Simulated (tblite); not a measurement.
Species: C3H5F3Si.
Numbering: `[F:1]/[CH:2]=[C:3](\[F:4])[C@H:5]([F:6])[SiH3:7]` (hydrogens: H8 on C2; H9 on C5; H10, H11, H12 on Si7)

Cartesian coordinates in Å at the GFN2-xTB level; atoms count from 1:
```xyz
12
C3H5F3Si angstrom
F      2.8865    1.3890    0.1571
C      1.9099    0.6345   -0.3648
C      0.9933    0.0231    0.3711
F      0.9740    0.1273    1.7170
C     -0.1395   -0.7876   -0.1476
F      0.0156   -0.9852   -1.5061
Si    -1.8512    0.0743    0.1724
H      1.9437    0.5642   -1.4398
H     -0.1110   -1.7828    0.3123
H     -2.8478   -0.8414   -0.3738
H     -1.8074    1.3470   -0.5412
H     -1.9649    0.2368    1.6173
```

All values are computed: GFN2-xTB (tblite) harmonic vibrations without scaling, gas phase. This tight-binding method is rough: wavenumbers can miss measured ones by several per cent, in bad cases by 10 to 20. Modes of hydrogen on silicon can be 10 to 20 % off. One conformer, not necessarily the lowest.

Harmonic wavenumbers (cm⁻¹): 46.0, 94.2, 115.9, 169.1, 220.8, 261.0, 301.4, 443.9, 487.2, 496.7, 561.2, 649.4, 703.6, 746.9, 753.7, 767.8, 772.7, 900.7, 1047.7, 1112.0, 1137.8, 1181.8, 1238.4, 1285.0, 1737.2, 2311.6, 2319.0, 2329.3, 2902.1, 3112.7.

A = 3343, B = 1283, C = 1069 MHz; mass 126.011 u (most abundant isotopes); point group C1, symmetry number 1.

Task: Zero-point energy?

Result: ½Σν̃ = 15103 cm⁻¹ = 180.67 kJ/mol.

Task: Give the ideal-gas entropy at 350 K and 1 bar in the rigid-rotor, harmonic-oscillator model (classical rotation).

Result: Translation 172.51, rotation 121.83, vibration 117.87: S = 412.2 J/(mol K).

Task: And Cp and H(350 K) − H(0)?

Result: Cp = 150.21 J/(mol K), of which vibrations give 116.95 (their classical limit is 30 R = 249.4); H(350 K) − H(0) = 33.15 kJ/mol without the zero-point energy, 21.51 from vibrations.

Task: Which modes carry the vibrational entropy at 350 K?

Result: 46.0 cm⁻¹: 22.17; 94.2 cm⁻¹: 16.25; 115.9 cm⁻¹: 14.56; 169.1 cm⁻¹: 11.50; 220.8 cm⁻¹: 9.40; 261.0 cm⁻¹: 8.12 J/(mol K); the other 24 give 35.86 together.

Task: Blend soft modes into free rotors: weight 1/[1 + (100 cm⁻¹/ν̃)⁴] for the oscillator and the rest for a rotor with moment μB/(μ + B), μ = h/(8π²ν), B = 10⁻⁴⁴ kg m². What vibrational entropy results?

Result: 108.92 J/(mol K) in place of 117.87, which changes −T·S at 350 K by +3.13 kJ/mol.

Task: What must be added to the electronic energy to get the Gibbs energy at 350 K and 1 bar?

Result: ZPE + [H(350 K) − H(0)] − T·S = 180.67 + 33.15 − 144.27 = 69.55 kJ/mol.

Task: How do the functions run with temperature in this model?

Result: 
```json
{"T (K)": "150", "S (J/(mol K))": "313.8", "Cp (J/(mol K))": "87.8", "H − H(0) (kJ/mol)": "9.04", "G − H(0) (kJ/mol)": "-38.03", "ln q(vib)": "2.48"}
{"T (K)": "250", "S (J/(mol K))": "366.6", "Cp (J/(mol K))": "121.3", "H − H(0) (kJ/mol)": "19.52", "G − H(0) (kJ/mol)": "-72.13", "ln q(vib)": "4.65"}
{"T (K)": "298.15", "S (J/(mol K))": "389.3", "Cp (J/(mol K))": "136.0", "H − H(0) (kJ/mol)": "25.72", "G − H(0) (kJ/mol)": "-90.34", "ln q(vib)": "5.68"}
{"T (K)": "400", "S (J/(mol K))": "433.1", "Cp (J/(mol K))": "162.2", "H − H(0) (kJ/mol)": "40.97", "G − H(0) (kJ/mol)": "-132.26", "ln q(vib)": "7.83"}
{"T (K)": "600", "S (J/(mol K))": "506.1", "Cp (J/(mol K))": "197.5", "H − H(0) (kJ/mol)": "77.23", "G − H(0) (kJ/mol)": "-226.43", "ln q(vib)": "11.83"}
{"T (K)": "900", "S (J/(mol K))": "592.6", "Cp (J/(mol K))": "228.3", "H − H(0) (kJ/mol)": "141.55", "G − H(0) (kJ/mol)": "-391.80", "ln q(vib)": "17.18"}
```

q(vib) and H(0) count from the zero-point level.

Hindered rotation and anharmonicity are outside this model. Other conformers, if any are populated, would add a mixing term that is left out. The structure is chiral; the term R ln 2 for an equal mix with its mirror image is left out.
